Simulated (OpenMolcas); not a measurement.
Nd3+: moving the ligands

Nd3+ with 7 ligands (fluoride) in pentagonal bipyramidal coordination (D5h) at 2.36 Å, the axial distance 2.242 Å. A charge of +0.571 e stands 2.4 Å behind each ligand. Ligand basis ANO-RCC-VDZP.
```
Nd    0.0000    0.0000    0.0000
F     2.3600    0.0000    0.0000
F     0.7293    2.2445    0.0000
F    -1.9093    1.3872    0.0000
F    -1.9093   -1.3872    0.0000
F     0.7293   -2.2445    0.0000
F     0.0000    0.0000    2.2420
F     0.0000    0.0000   -2.2420
```

```json
{
 "Program": "OpenMolcas",
 "Method": "CASSCF",
 "Basis": "ANO-RCC-VTZP [8s7p5d3f2g1h]",
 "Scalar Hamiltonian": "DKH2, point nucleus",
 "Active space": "3 electrons in 7 orbitals (4f)",
 "State averaging": "2S+1 = 4 odd, 35 roots (30 in the spin-orbit step); 2S+1 = 2 odd, 43 roots kept (CI in the orbitals of an earlier block)",
 "Spin-orbit coupling": "state interaction with AMFI integrals over the reference wave functions"
}
```

Runs around this geometry, states. Energies in cm-1 above the lowest state or level, χT in cm3 K/mol.

```tsv
R (Å)	Ground state	First state of that spin	First gap with spin-orbit (degeneracies)	Width of lowest J	χT at 300 K
2.29	2S+1 = 4	163.3	65.5 (2, 2)	439	1.596
2.36	2S+1 = 4	129.7	42.2 (2, 2)	353	1.623
2.45	2S+1 = 4	96.5	22.9 (2, 2)	271	1.648
```

Taking the width of the lowest J multiplet as R^-n, n = -ln(271 / 439) / ln(2.45 / 2.29) = 7.1 between the shortest and longest distance.

High states are left out of the spin-orbit mixing, which shifts the levels that they would mix with. Without dynamic correlation the ligand-field splitting of an f shell can come out too small, at times by half. No measured value stands beside these numbers; the geometry was imposed, not optimised, and the real ion may take another.

A state without a sure symmetry label is named by its multiplicity alone.
